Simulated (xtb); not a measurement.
FGa, singlet, geometry from GFN2-xTB (such geometries of metal compounds can be far from the true shape). Base run: GFN2-xTB run with xtb.

Input for xtb:
```
$ xtb mol.xyz --gfn 2 --json

# file mol.xyz
2

Ga    -0.00000000    -0.00000000    -0.40479707
F      0.00000000     0.00000000     1.39430103
```

Variants of this job, named by their change:

| change | ΔE vs base (mEh) | HOMO-LUMO gap (eV) | dipole (D) | G_solv (kcal/mol) | SCF cycles |
|---|---|---|---|---|---|
| base | 0.000 | 6.43 | 3.60 | - | 10 |
| alpb = ether | -7.723 | 6.52 | 3.71 | -4.95 | 10 |
| acc = 0.0001 | 0.000 | 6.43 | 3.60 | - | 14 |
| etemp = 10000 | -5.292 | 6.60 | 3.33 | - | 10 |
| alpb = water | -14.419 | 6.68 | 3.90 | -9.91 | 10 |
| file = coord | 0.000 | 6.43 | 3.60 | - | 10 |
| etemp = 1000 | 0.000 | 6.43 | 3.60 | - | 10 |
| etemp = 5000 | -0.056 | 6.43 | 3.60 | - | 10 |
| alpb = acetone | -8.067 | 6.52 | 3.71 | -5.16 | 10 |

ALPB and GBSA are two models with their own fitted parameters for each solvent, which aren't always the measured dielectric constant.
